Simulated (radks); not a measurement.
Task: The mean radii <r> (bohr) of the occupied orbitals of an atom or ion are listed with their occupations. All-electron calculation, Dirac Kohn-Sham, exchange-only PBE, spin-unpolarised, spherical densities, finite nucleus; Fermi nuclear charge, rms radius of each element as measured or else 0.836 A^(1/3) + 0.57 fm. Program: a radial shooting solver on a logarithmic mesh with Libxc functionals.

orbital  occ.      <r>
1s1/2       2  0.01932
2s1/2       2  0.08124
2p1/2       2  0.06740
2p3/2       4  0.07501
3s1/2       2   0.2122
3p1/2       2   0.2020
3p3/2       4   0.2162
3d3/2       4   0.1898
3d5/2       6   0.1942
4s1/2       2   0.4767
4p1/2       2   0.4833
4p3/2       4   0.5153
4d3/2       4   0.5356
4d5/2       6   0.5465
5s1/2       2    1.073
5p1/2       2    1.148
4f5/2       6   0.6279
4f7/2       6   0.6352

Name the element and its charge. Open shells, if any, fill j = l - 1/2 first.

Result: Z = 71, lutetium, charge +9: Lu9+ in [Kr] 4d10 4f12 5s2 5p2. The 1s radius gives Z: for a bare nucleus <r> = (2 gamma + 1)/(2Z) with gamma = sqrt(1 - (Z/c)^2), 0.01909 bohr for Z = 71, and screening makes it slightly larger (0.01932 here). The occupations add up to 62, and the charge is Z minus that.
